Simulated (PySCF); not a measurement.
Atom-mapped SMILES (the numbers label the heavy atoms): `[CH2:1]=[C:2]1[C@@H:3]([OH:4])[C@@H:5]1[O:6][SiH2:7][F:8]` (H(Xn): hydrogen on atom n). Ha(C1) is cis to C3; Ha(Si7) is pro-R; Hb(Si7) is pro-S; Hb(C1) is trans to C3.

Computed data (PySCF): coordinates at the GFN2-xTB level, PBE0/pcSseg-1 with gauge-including orbitals. No solvent model, non-relativistic Hamiltonian, one computed conformer.

Question: Predict the 2D correlation tables (HSQC, COSY, HMBC).

Answer: 

HSQC (one-bond C–H):
```csv
δH,δC
6.38 (Hb(C1)),118.7 (C1)
6.27 (Ha(C1)),118.7 (C1)
4.39 (H(C5)),57.6 (C5)
4.02 (H(C3)),58.0 (C3)
```

COSY cross peaks (H two or three bonds apart, from the bond graph; peaks can be absent where the dihedral angle is near 90°):
```csv
δH,δH
6.38 (Hb(C1)),6.27 (Ha(C1))
5.15 (Ha(Si7)),4.61 (Hb(Si7))
4.39 (H(C5)),4.02 (H(C3))
```

HMBC (two and three bonds, from the bond graph):
```csv
δH,δC
6.38 (Hb(C1)),"148.2 (C2), 58.0 (C3), 57.6 (C5)"
6.27 (Ha(C1)),"148.2 (C2), 58.0 (C3), 57.6 (C5)"
5.15 (Ha(Si7)),57.6 (C5)
4.61 (Hb(Si7)),57.6 (C5)
4.39 (H(C5)),"148.2 (C2), 118.7 (C1), 58.0 (C3)"
4.02 (H(C3)),"148.2 (C2), 118.7 (C1), 57.6 (C5)"
```

Chemical shifts δ = σref − σ; 1H (σref 31.72) and 13C (σref 186.93) vs TMS, all at this level.

OH/NH shifts are gas-phase values; hydrogen bonding in solution moves them, usually downfield. Shifts are as computed. Against solution values, carbons near 30 ppm lie about +3 ppm off and those near 130 ppm about +5 ppm. Of 1211 compounds with measured shifts, 218 miss one by over three times the rms of a fit or turn the order of signals round; such compounds aren't used in these exercises.
